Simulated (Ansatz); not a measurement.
Consider the cleavage of the Si–B bond: `[SiH3][BH][GaH2]` + `CO[SiH2]S` → `CO[SiH2]S[SiH3]` + `[BH2][GaH2]`.

Computed with Ansatz on PBE0-D4/def2-TZVP structures; ΔE is electronic, products minus reactants. CBS: MP2 limit from def2 TZ/QZ plus the TZ coupled-cluster correction, frozen cores. This one scheme is used for every species. DFT in def2-TZVPP. For Ga outer-core shells are correlated without core-valence functions, which leaves a few kJ/mol of doubt a bond. Scalar relativity is left out up to krypton. One conformer a species, not always the lowest.

`[SiH3][BH][GaH2]`:

Cartesian coordinates in Å:
```
Si 1.581 -0.239 -0.022
B -0.150 0.771 0.101
Ga -2.013 -0.100 0.040
H 1.467 -1.703 0.224
H 2.637 0.302 0.879
H 2.036 -0.053 -1.434
H -0.045 1.964 0.167
H -2.762 -0.525 1.359
H -2.752 -0.417 -1.314
```

`CO[SiH2]S`:

```xyz
10

C    -0.096    0.829   -1.456
O     0.570    0.364   -0.303
Si   -0.225   -0.278    0.978
S     1.164   -1.117    2.341
H     0.654    1.041   -2.219
H    -0.793    0.080   -1.850
H    -0.653    1.750   -1.250
H    -1.183   -1.302    0.479
H    -0.951    0.759    1.756
H     1.513   -2.124    1.523
```

`CO[SiH2]S[SiH3]`:

Z-matrix (Å, degrees):
```
C
O 1 1.410
H 1 1.091 2 108.1
H 1 1.095 2 111.1 3 119.3
H 1 1.096 2 111.4 3 -119.3
Si 2 1.633 1 123.9 3 178.0
S 6 2.139 2 112.6 1 59.0
H 6 1.477 2 105.7 1 177.4
H 6 1.490 2 110.6 1 -60.8
Si 7 2.136 6 97.7 2 -101.1
H 10 1.484 7 111.4 6 -68.5
H 10 1.483 7 106.3 6 172.0
H 10 1.486 7 111.0 6 52.9
```

`[BH2][GaH2]`:

Cartesian coordinates in Å:
```
B -1.017 -0.171 0.381
Ga 0.893 0.151 -0.333
H -1.370 -1.238 0.798
H -1.845 0.695 0.405
H 2.071 0.629 0.597
H 1.268 -0.066 -1.848
```

Q: Is it downhill or uphill in electronic energy at CCSD(T)/CBS, and by how much? (Estimate.)

A: Ansatz gave: Downhill: ΔE = -73.9 kJ/mol.

Q: What do these levels give: PBE-D4, r2SCAN-D4, B97M-V, r2SCANh-D4, CAM-B3LYP-D4, PBE, r2SCAN, r2SCANh, MP2/def2-SVP, HF/def2-TZVPP, CCSD/def2-TZVPP, MP2/def2-QZVPP? (Estimate.)

A: Computed: PBE-D4 -63.7, r2SCAN-D4 -70.0, B97M-V -65.3, r2SCANh-D4 -71.4, CAM-B3LYP-D4 -71.6, PBE -58.7, r2SCAN -68.6, r2SCANh -69.9, MP2/def2-SVP -71.0, HF/def2-TZVPP -75.6, CCSD/def2-TZVPP -69.5, MP2/def2-QZVPP -84.1 kJ/mol.

Largest T1 diagnostic among the species: 0.015.

From BLYP to BHLYP (50 % exact exchange), in def2-TZVPP and without D4, ΔE moves by −12.2 kJ/mol. Leaving LDA and LC-ωPBE aside and taking each functional with its dispersion term where it has one, the values, not all of them listed here, spread over 13.8 kJ/mol, from BHLYP-D4 to PBE-D4.
